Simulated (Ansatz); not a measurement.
Start from `O=C(O)C[SiH3]` and change one atom or group to get `C=CCC(=O)O`.

Ansatz, PBE0-D4/def2-TZVP geometries, multiplicity 1. Each molecule was computed in one conformer, which needn't be the lowest.

```tsv
property	`O=C(O)C[SiH3]`
HOMO energy (PBE/def2-TZVPP) / eV	-6.63
size of the dipole moment (PBE/def2-TZVPP) / D	1.87
HOMO energy (ωB97M-V/def2-TZVPP) / eV	-10.77
LUMO energy (PBE0/def2-TZVPP) / eV	0.01
HOMO–LUMO gap (PBE/def2-TZVPP) / eV	5.49
HOMO energy (PBE0/def2-TZVPP) / eV	-8.31
```

(1) What does the change do to each property? (An estimate is asked.)

Results:

(1) The calculation gave: 
```
                                      property  `C=CCC(=O)O`  shift
             HOMO energy (PBE/def2-TZVPP) / eV         -6.43   0.20
size of the dipole moment (PBE/def2-TZVPP) / D          1.58  -0.29
         HOMO energy (ωB97M-V/def2-TZVPP) / eV         -9.98   0.79
            LUMO energy (PBE0/def2-TZVPP) / eV          0.12   0.11
           HOMO–LUMO gap (PBE/def2-TZVPP) / eV          5.45  -0.04
            HOMO energy (PBE0/def2-TZVPP) / eV         -7.69   0.62
```

With PBE0 the HOMO rises by 0.62 eV and the LUMO rises by 0.11 eV, so the gap narrows by about 0.51 eV. PBE moves the HOMO by 0.20 eV and ωB97M-V by 0.79 eV. Dipoles are sizes alone; their direction can turn.
